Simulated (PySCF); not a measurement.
This PySCF input asks for the NMR shieldings of `C=C[CH2][Al@@H-]([CH3])[NH3+]`, C4H12AlN; the geometry comes from GFN2-xTB.

```python
import basis_set_exchange as bse
import numpy as np
from pyscf import gto, dft
from pyscf.prop import nmr

atoms = """
C     2.403511   -1.031876   -0.221712
C     1.939146   -0.076744    0.584229
C     1.033785    1.017206    0.187632
Al   -0.884357    0.432741    0.601231
C    -2.441664    1.357520   -0.225100
N    -0.710861   -1.355237   -0.423416
H     3.029155   -1.832116    0.137891
H     2.232428   -1.008176   -1.288831
H     2.182556   -0.129464    1.639215
H     1.148209    1.239232   -0.882032
H     1.296067    1.929240    0.734559
H    -1.045427   -0.226328    2.007081
H    -2.587588    1.186975   -1.297631
H    -2.385359    2.444476   -0.101835
H    -3.374757    1.054101    0.262059
H     0.282423   -1.563619   -0.253534
H    -0.855837   -1.319409   -1.428547
H    -1.270188   -2.112205   -0.042918
"""
names = dict.fromkeys(["C", "Al", "N", "H"], "pcSseg-1")
basis = {el: gto.basis.parse(bse.get_basis(n, elements=[el], fmt="nwchem")) for el, n in names.items()}
mol = gto.M(atom=atoms, basis=basis, charge=0, verbose=0)
mf = dft.RKS(mol, xc="PBE0")
mf.grids.level = 2
mf.grids.alignment = dft.numint.BLKSIZE   # the property module wants whole blocks of grid points
mf.conv_tol = 1e-9
mf.kernel()

calc = nmr.RKS(mf)   # GIAO
C = mf.mo_coeff
Co = C[:, mf.mo_occ > 0]
resp = mf.gen_response(singlet=True, hermi=2)
def vind(x):   # induced exchange potential for any number of trial vectors
    d = np.einsum("pi,xij,qj->xpq", C, 2 * x.reshape(-1, C.shape[1], Co.shape[1]), Co, optimize=True)
    return np.einsum("xpq,pi,qj->xij", resp(d - d.transpose(0, 2, 1)), C, Co, optimize=True).ravel()
mo1, _ = nmr.rhf.solve_mo1(calc, with_cphf=vind)
sigma = calc.kernel(mo1)
for i, s in enumerate(sigma):   # ppm
    print("%2d %-2s %9.2f" % (i, mol.atom_pure_symbol(i), np.trace(s) / 3))
```

Q: What are the results?

A: 
```
 0 C      81.67
 1 C      24.61
 2 C     159.81
 3 Al    418.61
 4 C     201.01
 5 N     239.81
 6 H      26.93
 7 H      27.17
 8 H      24.86
 9 H      30.29
10 H      29.97
11 H      27.93
12 H      32.48
13 H      32.17
14 H      32.08
15 H      26.56
16 H      30.74
17 H      30.17
```

These numbers come from an equivalent density-fitted implementation of the same equations, which agrees with the script to about 0.01 ppm for H and up to a few tenths of a ppm for heavy atoms, so last digits may differ.

Size and cost of the density-fitted run: 169 basis functions, 42 s wall time on 1 thread of an Arm Neoverse N1, shared host; peak memory 0.77 GiB.
